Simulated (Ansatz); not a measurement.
A nudged elastic band was laid between two geometries of C2H4BFS (9 atoms, charge 0, multiplicity 1).

The calculation used RKS r2SCANh-D4/def2-SVP (Ansatz).

- movable images: 5
- climbing image: yes
- spring: 5.0 eV/Å²
- optimiser: quadratic models (default)
- start path: through a guess of the saddle point
- force threshold: 0.05 eV/Å
- iteration limit: 60
- end points: relaxed

First end point:

```xyz
9
Properties=species:S:1:pos:R:3
F 1.471 -0.312 -1.609
C 0.851 0.415 -0.617
C -0.436 -0.222 -0.199
B -0.991 -0.186 1.237
S -0.324 -1.757 0.893
H 0.636 1.423 -1.014
H 1.546 0.509 0.232
H -1.136 -0.360 -1.034
H -1.528 0.444 2.095
```

Last end point:

```xyz
9
Properties=species:S:1:pos:R:3
F 0.486 1.296 -1.510
C 0.896 0.329 -0.619
C -0.312 -0.439 -0.144
B -1.144 -0.017 1.076
S -0.114 -1.373 1.475
H 1.406 0.812 0.229
H 1.614 -0.329 -1.135
H -0.784 -1.040 -0.933
H -1.960 0.714 1.543
```

What changes between the two ends?

No bond is made or broken. The dihedral H7–C2–C3–S5 goes from -46 to 82°.

Give the energies along the band, and the barrier.

It converged. The highest image is number 3 of 0 to 6, 0.166 eV above the first end and 0.107 eV above the last; the last end lies 0.059 eV above the first. A vibrational analysis at the climbing image gives one clearly imaginary mode, 116i cm⁻¹: a first-order saddle point.

```
image  path coordinate (Å)  energy (eV)  dihedral H7–C2–C3–S5 (°)
    0                 0.00        0.000                       -46
    1                 0.59        0.041                       -25
    2                 1.18        0.126                        -3
    3                 1.77        0.166                        19
    4                 2.36        0.134                        40
    5                 2.94        0.080                        61
    6                 3.53        0.059                        82
```

What is the geometry of the highest image?


```xyz
9
Properties=species:S:1:pos:R:3:forces:R:3
F 0.937 0.387 -1.978 0.00 0.00 0.00
C 0.881 0.378 -0.606 0.00 0.00 0.01
C -0.366 -0.367 -0.159 0.00 0.00 -0.02
B -1.121 -0.066 1.142 -0.02 0.01 -0.01
S -0.197 -1.536 1.313 0.02 -0.02 0.02
H 0.875 1.425 -0.258 0.00 0.00 0.00
H 1.789 -0.110 -0.216 0.00 0.00 0.00
H -0.879 -0.827 -1.013 0.00 0.01 0.01
H -1.831 0.669 1.758 0.00 0.00 0.00
```

What are the harmonic wavenumbers there?

116i, 263, 280, 382, 607, 694, 773, 917, 933, 1007, 1047, 1095, 1176, 1266, 1294, 1415, 1494, 2747, 3044, 3108, 3150 cm⁻¹.

Time of the run: 120 s on 2 threads of Arm Neoverse V1 (shared host), peak memory 0.21 GiB.
